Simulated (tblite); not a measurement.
A geometry optimisation, step by step.

C6H12OSeSi.
Numbering: `[CH3:1][C:2](=[O:3])[Si@H:4]1[CH2:5][C:6]([CH3:7])([CH3:8])[Se:9]1` (hydrogens: H10, H11, H12 on C1; H13 on Si4; H14, H15 on C5; H16, H17, H18 on C7; H19, H20, H21 on C8)

Computed with GFN2-xTB (tblite), gas phase: L-BFGS steps from a force-field or distance-geometry start until the largest atomic force falls under 0.01 eV/Å. 5 of its 136 geometries are shown.

Step 0: E = -758.2408 eV, largest atomic force 5.268 eV/Å
```
atom  x, y, z in Å  |  force x, y, z in eV/Å
C1      3.475    0.205   -0.693   -0.530  -0.665  -1.157
C2      2.602   -0.524    0.275    4.419  -0.804   2.752
O3      3.221   -1.010    1.259   -2.126   0.649  -1.768
Si4     0.808   -0.726    0.098    0.198  -1.018  -0.438
C5     -0.269    0.717    0.429   -0.677   2.058   2.466
C6     -1.366    0.155   -0.432   -0.246   1.096   0.044
C7     -2.467    1.121   -0.836   -1.006  -0.867   0.445
C8     -1.970   -1.082    0.161   -1.846  -0.755   0.180
Se9    -0.095   -0.124   -1.867    0.234  -1.390  -2.832
H10     2.953    0.229   -1.672    0.368   0.484   0.457
H11     3.691    1.192   -0.280    0.126  -0.223  -0.362
H12     4.378   -0.423   -0.824   -0.247   0.743   0.204
H13     0.346   -2.046    0.512    0.384  -0.101   0.123
H14    -0.541    0.912    1.474   -0.247   0.178   0.014
H15     0.096    1.679   -0.019   -0.134  -0.739   0.566
H16    -2.138    2.156   -0.869   -0.094  -0.161  -0.303
H17    -3.276    0.990   -0.062    0.548   0.718  -0.859
H18    -2.858    0.724   -1.799    0.044   0.767   0.480
H19    -1.499   -1.397    1.106   -0.289   0.000  -0.631
H20    -2.071   -1.921   -0.575    0.324   0.594   0.739
H21    -3.028   -0.811    0.436    0.797  -0.566  -0.120
```

Step 34: E = -759.7255 eV, largest atomic force 0.200 eV/Å
```
atom  x, y, z in Å  |  force x, y, z in eV/Å
C1      3.636    0.314   -0.820   -0.010  -0.047   0.061
C2      2.853   -0.456    0.204    0.050   0.017   0.053
O3      3.379   -1.039    1.122    0.015   0.069  -0.090
Si4     0.937   -0.696    0.154    0.114   0.031  -0.042
C5     -0.427    0.537    0.648   -0.076  -0.002  -0.010
C6     -1.464    0.061   -0.382   -0.127   0.087   0.127
C7     -2.343    1.176   -0.909    0.016   0.047  -0.052
C8     -2.327   -1.089    0.142    0.075   0.008  -0.058
Se9    -0.209   -0.649   -1.835    0.034   0.010  -0.006
H10     3.136    0.320   -1.787   -0.038   0.042   0.118
H11     3.766    1.339   -0.466   -0.162  -0.061  -0.057
H12     4.633   -0.116   -0.914   -0.041  -0.018  -0.014
H13     0.730   -1.961    0.859    0.035  -0.116   0.052
H14    -0.813    0.487    1.662    0.001  -0.041   0.108
H15    -0.162    1.576    0.456    0.071   0.006  -0.056
H16    -1.736    1.998   -1.286   -0.038  -0.003  -0.043
H17    -2.983    1.550   -0.106    0.070   0.002  -0.075
H18    -2.971    0.803   -1.716   -0.016   0.048   0.002
H19    -1.891   -1.541    1.030    0.014  -0.021  -0.071
H20    -2.421   -1.854   -0.624   -0.105  -0.080   0.025
H21    -3.331   -0.742    0.389    0.119   0.021   0.027
```

Step 68: E = -759.9084 eV, largest atomic force 0.078 eV/Å
```
atom  x, y, z in Å  |  force x, y, z in eV/Å
C1      3.319    0.440   -0.832    0.013   0.002   0.012
C2      2.827   -0.441    0.276    0.022  -0.009  -0.053
O3      3.544   -0.918    1.120   -0.008   0.016  -0.021
Si4     0.958   -0.902    0.339    0.023   0.042   0.000
C5     -0.386    0.395    0.714   -0.028  -0.031  -0.004
C6     -1.378   -0.002   -0.391   -0.015   0.008  -0.017
C7     -2.063    1.190   -1.028   -0.018   0.032   0.000
C8     -2.372   -1.041    0.094    0.024   0.006  -0.007
Se9    -0.111   -0.939   -1.697    0.017  -0.036  -0.021
H10     2.777    0.230   -1.753    0.019  -0.023   0.030
H11     3.124    1.477   -0.559   -0.006  -0.015   0.013
H12     4.389    0.310   -0.979   -0.027   0.037   0.005
H13     0.822   -2.117    1.148    0.006  -0.030  -0.015
H14    -0.847    0.346    1.698   -0.014   0.001   0.060
H15    -0.040    1.419    0.566    0.015  -0.032  -0.034
H16    -1.344    1.808   -1.565   -0.014   0.001   0.049
H17    -2.526    1.792   -0.247   -0.025   0.025  -0.012
H18    -2.837    0.881   -1.728    0.046  -0.059  -0.011
H19    -1.849   -1.888    0.533   -0.031  -0.011   0.013
H20    -2.979   -1.403   -0.733    0.010   0.002  -0.012
H21    -3.036   -0.618    0.846   -0.008   0.074   0.024
```

Step 101: E = -759.9371 eV, largest atomic force 0.045 eV/Å
```
atom  x, y, z in Å  |  force x, y, z in eV/Å
C1      3.238    0.527   -0.827   -0.002   0.024   0.006
C2      2.832   -0.461    0.222    0.013   0.002  -0.041
O3      3.605   -0.976    0.991    0.033  -0.017   0.026
Si4     0.983   -0.987    0.338   -0.011   0.017  -0.015
C5     -0.353    0.313    0.736   -0.004   0.005   0.012
C6     -1.360   -0.039   -0.371   -0.004  -0.020   0.012
C7     -1.947    1.165   -1.078    0.002  -0.002   0.003
C8     -2.448   -0.960    0.146   -0.011  -0.026  -0.004
Se9    -0.162   -1.102   -1.652    0.004  -0.010   0.011
H10     2.843    0.209   -1.790    0.003  -0.003   0.002
H11     2.794    1.493   -0.590   -0.009  -0.004  -0.002
H12     4.320    0.627   -0.876   -0.027  -0.001   0.002
H13     0.909   -2.199    1.156   -0.017  -0.010   0.002
H14    -0.800    0.237    1.725   -0.022   0.009   0.015
H15    -0.003    1.339    0.619    0.031  -0.001  -0.021
H16    -1.159    1.804   -1.469    0.006   0.014  -0.016
H17    -2.557    1.745   -0.386    0.009  -0.004   0.009
H18    -2.574    0.844   -1.909    0.002   0.015   0.007
H19    -2.020   -1.858    0.588    0.011   0.019   0.021
H20    -3.115   -1.260   -0.659    0.005   0.002  -0.021
H21    -3.035   -0.444    0.906   -0.013  -0.009  -0.006
```

Step 135: E = -759.9435 eV, largest atomic force 0.006 eV/Å
```
atom  x, y, z in Å  |  force x, y, z in eV/Å
C1      3.160    0.563   -0.815    0.001   0.002   0.002
C2      2.828   -0.487    0.201   -0.001   0.005   0.000
O3      3.648   -1.026    0.901    0.001  -0.003   0.003
Si4     0.987   -1.031    0.364   -0.003   0.004  -0.004
C5     -0.333    0.293    0.745    0.001   0.000   0.000
C6     -1.340   -0.049   -0.365    0.005  -0.004   0.000
C7     -1.889    1.166   -1.085    0.001  -0.001   0.001
C8     -2.454   -0.943    0.145    0.006   0.002   0.001
Se9    -0.159   -1.158   -1.624    0.000  -0.002  -0.002
H10     2.841    0.209   -1.795   -0.004   0.002  -0.001
H11     2.600    1.469   -0.593    0.001   0.000   0.000
H12     4.226    0.778   -0.829   -0.002  -0.001   0.003
H13     0.906   -2.234    1.195   -0.001  -0.002  -0.004
H14    -0.790    0.242    1.731   -0.001   0.000   0.000
H15     0.045    1.307    0.614    0.002   0.000  -0.003
H16    -1.081    1.768   -1.496    0.002   0.000  -0.005
H17    -2.462    1.778   -0.389   -0.001   0.003   0.002
H18    -2.541    0.862   -1.901    0.000  -0.001   0.000
H19    -2.045   -1.813    0.655   -0.005  -0.003   0.000
H20    -3.075   -1.286   -0.680   -0.001  -0.001   0.005
H21    -3.080   -0.391    0.845   -0.003   0.001   0.002
```

Problem. Summarise the path.

Solution. The energy falls by 164.28 kJ/mol from step 0 to step 135; nine tenths of that is first reached at step 41. It falls at every step. The largest force goes from 5.268 to 0.006 eV/Å. Among the bonds C6–Se9 changes most, from 1.937 to 2.051 Å; the atoms move by 0.797 Å rms after alignment.

Problem. Follow the three bonds and two angles with the largest change from start to end.

Solution. 
```json
{"step": "0", "E above end (kJ/mol)": "164.28", "largest force (eV/Å)": "5.268", "C6–Se9 (Å)": "1.937", "C2–Si4 (Å)": "1.814", "Si4–C5 (Å)": "1.831", "C5–C6–Se9 (°)": "90.0", "C1–C2–O3 (°)": "114.1"}
{"step": "6", "E above end (kJ/mol)": "62.30", "largest force (eV/Å)": "0.738", "C6–Se9 (Å)": "2.110", "C2–Si4 (Å)": "1.897", "Si4–C5 (Å)": "1.906", "C5–C6–Se9 (°)": "97.0", "C1–C2–O3 (°)": "124.8"}
{"step": "12", "E above end (kJ/mol)": "43.79", "largest force (eV/Å)": "0.245", "C6–Se9 (Å)": "2.050", "C2–Si4 (Å)": "1.914", "Si4–C5 (Å)": "1.910", "C5–C6–Se9 (°)": "97.3", "C1–C2–O3 (°)": "126.1"}
{"step": "18", "E above end (kJ/mol)": "33.43", "largest force (eV/Å)": "0.361", "C6–Se9 (Å)": "2.061", "C2–Si4 (Å)": "1.936", "Si4–C5 (Å)": "1.915", "C5–C6–Se9 (°)": "97.0", "C1–C2–O3 (°)": "122.0"}
{"step": "23", "E above end (kJ/mol)": "27.94", "largest force (eV/Å)": "0.274", "C6–Se9 (Å)": "2.054", "C2–Si4 (Å)": "1.925", "Si4–C5 (Å)": "1.913", "C5–C6–Se9 (°)": "97.6", "C1–C2–O3 (°)": "123.5"}
{"step": "29", "E above end (kJ/mol)": "23.47", "largest force (eV/Å)": "0.164", "C6–Se9 (Å)": "2.057", "C2–Si4 (Å)": "1.927", "Si4–C5 (Å)": "1.910", "C5–C6–Se9 (°)": "99.0", "C1–C2–O3 (°)": "122.2"}
{"step": "35", "E above end (kJ/mol)": "20.40", "largest force (eV/Å)": "0.247", "C6–Se9 (Å)": "2.044", "C2–Si4 (Å)": "1.933", "Si4–C5 (Å)": "1.906", "C5–C6–Se9 (°)": "99.9", "C1–C2–O3 (°)": "122.5"}
{"step": "41", "E above end (kJ/mol)": "16.41", "largest force (eV/Å)": "0.396", "C6–Se9 (Å)": "2.074", "C2–Si4 (Å)": "1.941", "Si4–C5 (Å)": "1.912", "C5–C6–Se9 (°)": "99.5", "C1–C2–O3 (°)": "122.4"}
{"step": "47", "E above end (kJ/mol)": "11.35", "largest force (eV/Å)": "0.339", "C6–Se9 (Å)": "2.053", "C2–Si4 (Å)": "1.923", "Si4–C5 (Å)": "1.916", "C5–C6–Se9 (°)": "98.9", "C1–C2–O3 (°)": "124.5"}
{"step": "53", "E above end (kJ/mol)": "7.48", "largest force (eV/Å)": "0.210", "C6–Se9 (Å)": "2.036", "C2–Si4 (Å)": "1.936", "Si4–C5 (Å)": "1.912", "C5–C6–Se9 (°)": "100.4", "C1–C2–O3 (°)": "123.8"}
{"step": "59", "E above end (kJ/mol)": "5.09", "largest force (eV/Å)": "0.114", "C6–Se9 (Å)": "2.045", "C2–Si4 (Å)": "1.926", "Si4–C5 (Å)": "1.908", "C5–C6–Se9 (°)": "100.4", "C1–C2–O3 (°)": "123.5"}
{"step": "65", "E above end (kJ/mol)": "3.87", "largest force (eV/Å)": "0.103", "C6–Se9 (Å)": "2.052", "C2–Si4 (Å)": "1.923", "Si4–C5 (Å)": "1.904", "C5–C6–Se9 (°)": "100.5", "C1–C2–O3 (°)": "123.2"}
{"step": "70", "E above end (kJ/mol)": "3.16", "largest force (eV/Å)": "0.090", "C6–Se9 (Å)": "2.047", "C2–Si4 (Å)": "1.928", "Si4–C5 (Å)": "1.906", "C5–C6–Se9 (°)": "100.2", "C1–C2–O3 (°)": "124.0"}
{"step": "76", "E above end (kJ/mol)": "2.58", "largest force (eV/Å)": "0.073", "C6–Se9 (Å)": "2.050", "C2–Si4 (Å)": "1.926", "Si4–C5 (Å)": "1.902", "C5–C6–Se9 (°)": "100.2", "C1–C2–O3 (°)": "123.6"}
{"step": "82", "E above end (kJ/mol)": "1.65", "largest force (eV/Å)": "0.076", "C6–Se9 (Å)": "2.048", "C2–Si4 (Å)": "1.929", "Si4–C5 (Å)": "1.908", "C5–C6–Se9 (°)": "100.1", "C1–C2–O3 (°)": "123.8"}
{"step": "88", "E above end (kJ/mol)": "1.23", "largest force (eV/Å)": "0.072", "C6–Se9 (Å)": "2.050", "C2–Si4 (Å)": "1.932", "Si4–C5 (Å)": "1.907", "C5–C6–Se9 (°)": "100.2", "C1–C2–O3 (°)": "123.6"}
{"step": "94", "E above end (kJ/mol)": "0.90", "largest force (eV/Å)": "0.057", "C6–Se9 (Å)": "2.050", "C2–Si4 (Å)": "1.927", "Si4–C5 (Å)": "1.906", "C5–C6–Se9 (°)": "100.5", "C1–C2–O3 (°)": "123.5"}
{"step": "100", "E above end (kJ/mol)": "0.64", "largest force (eV/Å)": "0.055", "C6–Se9 (Å)": "2.051", "C2–Si4 (Å)": "1.926", "Si4–C5 (Å)": "1.906", "C5–C6–Se9 (°)": "100.7", "C1–C2–O3 (°)": "123.7"}
{"step": "106", "E above end (kJ/mol)": "0.48", "largest force (eV/Å)": "0.037", "C6–Se9 (Å)": "2.051", "C2–Si4 (Å)": "1.927", "Si4–C5 (Å)": "1.907", "C5–C6–Se9 (°)": "100.9", "C1–C2–O3 (°)": "124.0"}
{"step": "112", "E above end (kJ/mol)": "0.25", "largest force (eV/Å)": "0.046", "C6–Se9 (Å)": "2.051", "C2–Si4 (Å)": "1.929", "Si4–C5 (Å)": "1.906", "C5–C6–Se9 (°)": "100.8", "C1–C2–O3 (°)": "123.8"}
{"step": "117", "E above end (kJ/mol)": "0.12", "largest force (eV/Å)": "0.032", "C6–Se9 (Å)": "2.051", "C2–Si4 (Å)": "1.929", "Si4–C5 (Å)": "1.908", "C5–C6–Se9 (°)": "100.8", "C1–C2–O3 (°)": "123.7"}
{"step": "123", "E above end (kJ/mol)": "0.04", "largest force (eV/Å)": "0.020", "C6–Se9 (Å)": "2.051", "C2–Si4 (Å)": "1.927", "Si4–C5 (Å)": "1.906", "C5–C6–Se9 (°)": "100.7", "C1–C2–O3 (°)": "123.9"}
{"step": "129", "E above end (kJ/mol)": "0.01", "largest force (eV/Å)": "0.010", "C6–Se9 (Å)": "2.052", "C2–Si4 (Å)": "1.927", "Si4–C5 (Å)": "1.907", "C5–C6–Se9 (°)": "100.8", "C1–C2–O3 (°)": "123.9"}
{"step": "135", "E above end (kJ/mol)": "0.00", "largest force (eV/Å)": "0.006", "C6–Se9 (Å)": "2.051", "C2–Si4 (Å)": "1.927", "Si4–C5 (Å)": "1.907", "C5–C6–Se9 (°)": "100.7", "C1–C2–O3 (°)": "123.9"}
```

What follows is the cost of the whole relaxation. Hardware: Arm Neoverse N1, one thread, no GPU, shared host with 64 logical CPUs at a one-minute load of 61. Cost: 2.4 s.
